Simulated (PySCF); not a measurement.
Method: PBE-D3(BJ)/def2-TZVP // PBE0-D3(BJ)/def2-TZVP (PySCF). Isolated molecules, 0 K electronic values unless said otherwise. One relaxed conformer stands for a flexible species; it need not be the lowest. 

Reference species (SMILES): `C(=C\C#C)/C` (neutral, multiplicity 1).

```json
{
  "HOMO": "-5.78 eV",
  "LUMO": "-1.61 eV",
  "S1 oscillator strength": "0.000"
}
```

Changed species: `C#CCC=C`.

Q: Predict the effect on the HOMO, LUMO and S1 oscillator strength.

A: the HOMO decreases by 0.67 eV, to -6.45 eV; the LUMO increases by 0.63 eV, to -0.98 eV; the S1 oscillator strength hardly moves.
